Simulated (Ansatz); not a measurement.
```xyz
12

O     0.586    1.705   -1.785
C    -0.440    1.933   -1.214
O    -1.174    1.049   -0.539
C    -0.667   -0.296   -0.500
Si    0.443   -0.563    1.008
S     1.382   -2.462    0.701
H    -0.932    2.915   -1.170
H    -0.122   -0.515   -1.421
H    -1.543   -0.944   -0.447
H    -0.366   -0.615    2.252
H     1.413    0.555    1.106
H     1.420   -2.762    2.008
```

Charge 0, multiplicity 1.

**Question.** List the ωB97M-V/def2-TZVPP orbital energies in eV (Ansatz). (Best estimate.)

**Answer.** The calculation gave: Occupied: -2426.90, -1807.66, -527.84, -526.13, -285.22, -283.04, -220.91, -164.01, -163.94, -163.84, -148.70, -102.84, -102.79, -102.78, -34.14, -31.74, -23.82, -23.22, -19.62, -17.96, -17.64, -16.37, -15.65, -14.78, -14.22, -13.15, -12.91, -12.38, -11.56, -10.94, -10.87, -9.81. Lowest empty: 1.73, 1.99, 2.21, 2.51, 3.35, 3.71, 3.78, 3.84.
